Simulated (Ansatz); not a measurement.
Several settings on one geometry of TiF2Cl2 (TiCl2F2) (that of the charge 0 singlet, B3LYP-D4/def2-SVP). Ansatz on 4 threads of Arm Neoverse V2 on a shared host; times are rough.

| atom | x (Å) | y (Å) | z (Å) |
| --- | --- | --- | --- |
| Ti1 | 0.0785 | -0.0002 | 0.0550 |
| F2 | 0.0959 | -0.0144 | 1.7833 |
| F3 | 1.7089 | 0.0086 | -0.5188 |
| Cl4 | -0.9462 | 1.7892 | -0.6451 |
| Cl5 | -0.9371 | -1.7831 | -0.6744 |

Totals from different functionals, basis sets or treatments of relativity can't be compared as stabilities.

LC-ωPBE has ω = 0.4 bohr⁻¹.

The spins typed aren't always the lowest for that charge.

(1) Give the basis size and estimate the energy, ⟨S²⟩ and time of these runs.

| run | method | charge | state | further keys |
| --- | --- | --- | --- | --- |
| 1 | RKS PBE/pcseg-2 | 0 | singlet | scf: {omitted_lower_state_checks: [starts]} |
| 2 | ROKS LC-ωPBE/cc-pVTZ | 0 | triplet | point_charges: [{charge: 2.00, position_ang: [5.642, -0.524, 0.450]}]; scf: {omitted_lower_state_checks: [starts]}; forces asked |
| 3 | RKS rPW86-PBE-D4/def2-mTZVPP | 0 | singlet | scf: {omitted_lower_state_checks: [starts]} |

Results:

(1) 
```csv
run,functions,energy (Eh),⟨S²⟩,wall time
1,184,-1969.2363,–,1.4 s
2,196,-1969.2841,–,18 s
3,135,-1971.5898,–,3.2 s
```
